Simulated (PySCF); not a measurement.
Calculation: B3LYP-D3(BJ)/def2-TZVP (PySCF). All species are isolated molecules in the gas phase. B3LYP has the VWN-RPA correlation part, as in Gaussian. 

Reference species (SMILES): `C[SiH2]Cl` (neutral, multiplicity 1).

```json
{
 "dipole_moment": "1.88 D"
}
```

Changed species: `Cl[SiH3]` (whole molecule; the reference has whole molecule).

What does the change do to the dipole moment?

the dipole moment decreases by 0.56 D, to 1.32 D.
